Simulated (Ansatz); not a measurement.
```yaml
crystal:
  periodic: [false, false, false]
  atoms:
    - {symbol: S, position_ang: [-1.187289, 2.603693, -0.459843]}
    - {symbol: Si, position_ang: [0.402986, 0.712880, 0.562996]}
    - {symbol: C, position_ang: [-0.267543, -1.429134, -0.134180]}
    - {symbol: Cl, position_ang: [1.109592, -2.920692, 0.797501]}
    - {symbol: H, position_ang: [-0.590074, 2.451777, -2.022465]}
    - {symbol: H, position_ang: [0.207923, 0.849343, 2.398520]}
    - {symbol: H, position_ang: [2.165513, 0.976316, 0.055617]}
    - {symbol: H, position_ang: [-0.193727, -1.582679, -1.486429]}
    - {symbol: H, position_ang: [-1.536882, -1.719254, 0.266909]}
basis:
  gaussian: {orbitals: "6-31++G**", point_charges: [{charge: -1.00, position_ang: [6.254, 0.443, -0.578]}]}
magnetization: {spin_polarized: true, initial_magnetization: 1}
hamiltonian: {xc: {name: SVWN5}, pseudopotentials: {relativity: none}}
scf: {lower_state_search: off}
output: {forces: true}
```

```sh
$ ansatz run in.yaml --threads 2 --pin off --events-out ev --progress --plain --max-ram 4352MiB
```

It prints (some lines left out):

```
Error: a molecule whose nuclei and cores have a total charge of 58 cannot have a net charge of 0 together with 1 unpaired electrons
```

(1) Something in this input is off. What?

Answers

(1) The number of unpaired electrons doesn't fit the electron count. The input was rejected before any iteration.
